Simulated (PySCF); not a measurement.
Species: C9H9Cl.
Bonds: C1–C2 (double), C2–C3, C3–C4, C4–C5 (aromatic), C5–C6 (aromatic), C6–C7 (aromatic), C7–Cl8, C7–C9 (aromatic), C9–C10 (aromatic), C4–C10 (aromatic). Hydrogens: H11, H12 on C1; H13 on C2; H14, H15 on C3; H16 on C5; H17 on C6; H18 on C9; H19 on C10.

Computed, not measured: PBE0-D3(BJ)/def2-SVP geometry optimisation, gas phase in PySCF.

(1) List the bond lengths, angles and torsions at this level.

Results:

(1) 
```csv
bond,length (Å)
C1=C2,1.334
C2–C3,1.498
C3–C4,1.512
"C4–C5, C4–C10",1.399
"C5–C6, C9–C10",1.392
"C6–C7, C7–C9",1.394
C7–Cl8,1.733
C1–H11,1.095
C1–H12,1.093
C2–H13,1.097
"C3–H14, C3–H15",1.103
"C5–H16, C10–H19",1.093
"C6–H17, C9–H18",1.091
```

Bonds in one row agree within 0.01 Å and their mean is given. A selection of angles:
```csv
angle,degrees
C2–C1–H11,121.3
C2–C1–H12,121.6
H11–C1–H12,117.1
C1–C2–C3,125.0
C1–C2–H13,119.3
C3–C2–H13,115.7
C2–C3–C4,113.4
C2–C3–H14,109.5
C4–C3–H14,108.5
C4–C3–H15,109.5
H14–C3–H15,106.4
C3–C4–C5,120.6
C5–C4–C10,118.1
C4–C5–C6,121.3
C4–C5–H16,119.3
C6–C5–H16,119.4
C5–C6–C7,119.4
C5–C6–H17,121.0
C7–C6–H17,119.7
C6–C7–Cl8,119.7
C6–C7–C9,120.5
```

Torsions: C1–C2–C3–C4 -119° (anticlinal); C2–C3–C4–C5 46° (synclinal). The mirror-image conformer, all signs reversed, is as good.

The C–C distances run from 1.334 Å (C1=C2, drawn double) to 1.512 Å (C3–C4, drawn single), a spread of 0.178 Å. The 6-membered ring C4–C5–C6–C7–C9–C10 has internal angles of 118.1° to 121.4°; it is planar, 0.00 Å rms from its mean plane, widest ring torsion 0°. Of the pairs four or more bonds apart, C2···H16 is among the closest relative to their van der Waals radii: 2.75 Å, 95 % of the sum of Bondi's values.

Point group: C1 (no symmetry element, even within 0.4 Å). Not checked by PBE0-D3(BJ)/def2-SVP frequencies. The numbers are those of one conformer.
